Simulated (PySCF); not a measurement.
A structure optimised at PBE-D3(BJ)/def2-SVP, used in a PySCF frequency run:

```
C
H 1 1.1109
H 1 1.1131 2 107.97
O 1 1.4324 2 106.90 3 -117.93
B 4 1.3488 1 122.72 2 125.62
H 5 1.2168 4 116.48 1 179.08
C 1 1.5194 2 110.52 3 121.85
H 7 1.1082 1 110.76 2 62.05
H 7 1.1085 8 108.31 1 121.05
H 7 1.1087 8 108.17 9 117.08
H 5 1.2244 6 123.13 4 -179.94
```

### Question
Write its SMILES and formula.

### Answer
BOCC, C2H7BO

### Question
What are its rotational constants (standard atomic weights)?

### Answer
22.457, 4.5529, 4.4369 GHz
